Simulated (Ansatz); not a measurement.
Calculated with Ansatz (gas phase, PBE0-D4/def2-TZVP geometries, no zero-point term in ΔE). CCSD(T)/CBS adds triple-zeta CCSD(T) − MP2 to the extrapolated MP2 energy (def2 sets, frozen cores). This one scheme is used for every species, atoms too. For atomizations the MP2-based limit and the directly extrapolated one differ by several kJ/mol either way, and by 10 to 25 for some Ge, Se and Sn compounds, so smaller differences from it don't rank the levels. DFT in def2-TZVPP. No spin–orbit coupling; open shells (•) take unrestricted orbitals. Spin–orbit coupling would lower the free atoms: a little for B, C. One conformer a species, not always the lowest.

Consider the atomization: `C[B-](C)(C)[NH3+]` → B• + 3 C• + 12 H• + N•.

CCSD(T)/CBS gives +6344.4 kJ/mol.

(1) Another level gave +6324.6 kJ/mol. Which?
A. CCSD/def2-TZVPP
B. PBE/def2-TZVPP
C. PBE-QIDH/def2-TZVPP
D. ωB97M-V/def2-TZVPP

Largest T1 diagnostic among the species: 0.014.

## Answers

(1) C. PBE-QIDH 6324.6, CCSD/def2-TZVPP 6144.0, ωB97M-V 6374.3, PBE 6408.4 kJ/mol.

From BLYP to BHLYP (50 % exact exchange), in def2-TZVPP and without D4, ΔE moves by −58.3 kJ/mol: exact exchange takes away binding that semilocal exchange gives to molecules. The D4 term adds +50.3 kJ/mol with B3LYP and +26.8 kJ/mol with PBE0; it sums over pairs of atoms, weighted by their polarisabilities, and B3LYP, whose exchange is more repulsive, gets the larger term.

B3LYP here is the variant with VWN-RPA as its local correlation; programs differ in this.
